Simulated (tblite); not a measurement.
C5H6GeO3.
Structure used (GFN2-xTB), in Å, numbered top down from 1:
```
atom  x, y, z in Å
C1    -3.7049    0.2387    0.3383
C2    -2.3842   -0.3273    0.3405
C3    -1.2758   -0.7984    0.3433
C4     0.0303   -1.3822    0.3467
O5     0.2921   -2.5335    0.5029
O6     0.9625   -0.3713    0.1293
C7     2.3056   -0.5796    0.0519
O8     2.8633   -1.6226    0.1647
Ge9    3.1118    1.2064   -0.2581
H10   -3.8929    0.7219    1.2965
H11   -3.7888    0.9813   -0.4542
H12   -4.4464   -0.5434    0.1822
H13    4.4286    1.0876   -0.9464
H14    2.1664    2.0423   -1.0543
H15    3.3280    1.8882    1.0527
```

Level: GFN2-xTB in tblite, geometry and Hessian alike; calculated harmonic values, unscaled, isolated species. This tight-binding method is rough: wavenumbers can miss measured ones by several per cent, in bad cases by 10 to 20. Modes of hydrogen on germanium can be 10 to 20 % off. One conformer, not necessarily the lowest. The optimisation stopped once no atom felt more than 0.01 eV/Å.

Lowest wavenumbers of the output (negative numbers stand for imaginary wavenumbers):
```
mode    cm-1
  1     -27.6
  2      -7.5
  3      11.8
  4      48.4
  5      81.7
  6     135.8
  7     159.1
  8     206.0
  9     274.0
 10     316.3
 11     320.3
 12     365.6
 13     390.0
 14     499.2
 15     553.7
```

Problem. Is this structure a minimum?

Solution. Not by this Hessian. 1 mode is imaginary beyond 20i (28i cm⁻¹), and 1 more slightly so (7.5i). The curvature is small, so loose convergence or finite differences may be the whole cause.

Problem. Which atoms move in the imaginary modes?

Solution. 28i: H10 (methyl hydrogen) 35 %, H11 (methyl hydrogen) 32 %, H12 (methyl hydrogen) 32 %; 8i: H15 (Ge–H hydrogen) 21 %, O8 (anhydride carbonyl oxygen) 19 %, H14 (Ge–H hydrogen) 18 %, O5 (anhydride carbonyl oxygen) 15 %. These are shares of the mass-weighted motion.

Problem. What is the remedy?

Solution. Step along such a mode in both directions, optimise again with tighter thresholds and repeat the frequencies. The zero-point energy of this point (56.1 kcal/mol) counts the 37 real modes alone, and thermal corrections from it aren't those of a minimum.
